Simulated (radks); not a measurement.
The rhenium anion Re- inside a hard spherical wall (all orbitals vanish at R), configuration held at [Xe] 4f14 5d6 6s2 and not refilled when levels cross. All-electron calculation, scalar-relativistic Kohn-Sham, r2SCAN, spin-polarised, spherical densities, finite nucleus; open shells are filled with parallel spins first (spin-orbit coupling, left out, can overturn this in heavy ions); meta-GGA in the generalised Kohn-Sham scheme; Fermi nuclear charge, rms radius 5.3698 fm. Program: a radial shooting solver on a logarithmic mesh with Libxc functionals. Eigenvalues in eV for spin up, with the zero of energy where the potential of the charges vanishes at infinity; a dash marks a level that is unbound or too diffuse for the functional's potential to be trusted. A positive occupied level is held by the wall or, in an anion where self-interaction has pushed it up, behind a barrier. The pressure on the wall is -dE/dV.

[
 {"R (bohr)": "15", "E (hartree)": "-16691.4067", "kinetic (hartree)": "18439.422", "e(5p)": "-42.091", "e(4f)": "-35.389", "e(6s)": "-1.160", "e(5d)": "0.010", "e(6p, empty)": "2.909", "e(7s, empty)": "3.268", "pressure (GPa)": "0.0118"},
 {"R (bohr)": "12", "E (hartree)": "-16691.4035", "kinetic (hartree)": "18439.408", "e(5p)": "-41.445", "e(4f)": "-34.776", "e(6s)": "-0.733", "e(5d)": "0.590", "e(6p, empty)": "3.377", "e(7s, empty)": "4.445", "pressure (GPa)": "0.0209"},
 {"R (bohr)": "5", "E (hartree)": "-16691.1219", "kinetic (hartree)": "18440.608", "e(5p)": "-35.434", "e(4f)": "-28.581", "e(6s)": "4.590", "e(5d)": "5.943", "e(6p, empty)": "11.902", "e(7s, empty)": "31.326", "pressure (GPa)": "27.7"},
 {"R (bohr)": "4", "E (hartree)": "-16690.5407", "kinetic (hartree)": "18442.780", "e(5p)": "-29.882", "e(4f)": "-22.369", "e(6s)": "11.626", "e(5d)": "11.229", "e(6p, empty)": "22.041", "e(7s, empty)": "58.577", "pressure (GPa)": "153"},
 {"R (bohr)": "3.5", "E (hartree)": "-16689.7777", "kinetic (hartree)": "18445.499", "e(5p)": "-25.062", "e(4f)": "-16.694", "e(6s)": "19.582", "e(5d)": "16.323", "e(6p, empty)": "33.019", "e(7s, empty)": "85.642", "pressure (GPa)": "415"},
 {"R (bohr)": "3", "E (hartree)": "-16688.0985", "kinetic (hartree)": "18451.435", "e(5p)": "-17.531", "e(4f)": "-7.508", "e(6s)": "35.169", "e(5d)": "25.104", "e(6p, empty)": "53.609", "e(7s, empty)": "132.83", "pressure (GPa)": "1310"},
 {"R (bohr)": "2.5", "E (hartree)": "-16683.8751", "kinetic (hartree)": "18466.328", "e(5p)": "-4.036", "e(4f)": "8.882", "e(6s)": "69.268", "e(5d)": "42.140", "e(6p, empty)": "96.030", "e(7s, empty)": "222.83", "pressure (GPa)": "5050"}
]
